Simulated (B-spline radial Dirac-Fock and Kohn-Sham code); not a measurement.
# Cross section and asymmetry of the 5d3/2 subshell of Ce

System: the Ce atom, [Xe] 4f1 5d1 6s2. The computed 5d3/2 threshold is 5.69 eV; without correlation, outer thresholds are uncertain by 1 to 2 eV. With an open shell the threshold is an average over the terms of the final ion.

Level of theory: the independent-particle Dirac-Slater model, thresholds from Dirac-Fock; a radial atomic solver. Interchannel coupling and autoionising resonances are not included, so magnitudes near threshold are approximate.

| kinetic energy (eV) | σ (Mb) | β |
| --- | --- | --- |
| 1.5 | 3.00 | 0.06 |
| 2.3 | 3.43 | -0.01 |
| 3.7 | 3.93 | 0.02 |
| 5.7 | 4.21 | 0.16 |
| 9.0 | 3.67 | 0.37 |
| 14.0 | 2.15 | 0.62 |
| 21.9 | 0.846 | 0.92 |
| 34.2 | 0.251 | 1.32 |
| 53.5 | 0.0559 | 1.82 |
| 83.7 | 0.00906 | 1.72 |
| 130.9 | 0.00345 | -0.66 |
| 204.6 | 0.00409 | 0.04 |
| 319.9 | 0.00358 | 0.72 |

The cross section has a minimum of 0.0035 Mb near 131 eV kinetic energy, a Cooper minimum, where a dipole matrix element changes sign; it needs a radial node in the bound orbital. Its largest value, 4.21 Mb, lies 6 eV above threshold. β ranges from -0.66 (at 130.9 eV) to 1.99.
